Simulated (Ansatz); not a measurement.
Job for Ansatz (a first-principles code): R-CCSD(T)/aug-cc-pVTZ on H2 (SMILES [H][H]) with ghost functions, monomers drawn apart or pushed together.

Ansatz 0.2 input:
```yaml
crystal:
  periodic: [false, false, false]
  atoms:
    - {symbol: H, position_ang: [0.69585852, 0.11871375, 3.47161338]}
    - {symbol: H, position_ang: [0.91338866, 0.15590442, 4.18292658]}
basis:
  gaussian:
    orbitals: aug-cc-pVTZ
    ghost_atoms:
      - {symbol: C, position_ang: [-0.90170234, -0.13644144, 0.23429831]}
      - {symbol: C, position_ang: [0.23327355, 0.02094879, -0.11132190]}
      - {symbol: H, position_ang: [-1.90938427, -0.27599476, 0.54167998]}
      - {symbol: H, position_ang: [1.24149735, 0.16059771, -0.41688410]}
magnetization: {spin_polarized: false}
correlation: {method: ccsd_t, electrons: outside_noble_gas}
scf: {lower_state_search: off}
```

The head of its log:

```
WARN ansatz: RAYON_NUM_THREADS=2 ignored (pool sized by the plan → 2); use --threads N
Functional definition: HF
these checks for a lower state are left out or cut short: stability, starts, cluster_reference, orbital_swaps, neighbouring_geometries, increment
integrals: 0.64 GiB planned
1036 factors; integrals over basis functions are off by at most 1.4e-3 eV
mean field: 0.33 GiB planned
mean field evaluation 1: about -30.7399 eV, gradient 3.6e0 eV
mean field evaluation 2: about -30.7398 eV, gradient 3.6e0 eV
mean field evaluation 4: about -30.8301 eV, gradient 6.7e-2 eV
mean field evaluation 8: about -30.8301 eV, gradient 2.6e-7 eV
mean field -30.83011633 eV, -1.1329858776 hartree, gradient 2.7e-7 eV, S^2 0.000000; 0 other end points of the search recorded, 0 dependent functions left out
reference -30.83011633 eV, -1.1329858776 hartree; 1, 1 occupied and 183, 183 virtual orbitals, 1036 factors
```

### Question
Predict the final total energy.

### Answer
-1.1726 hartree (reference determinant -1.1330, T1 diagnostic 0.005).
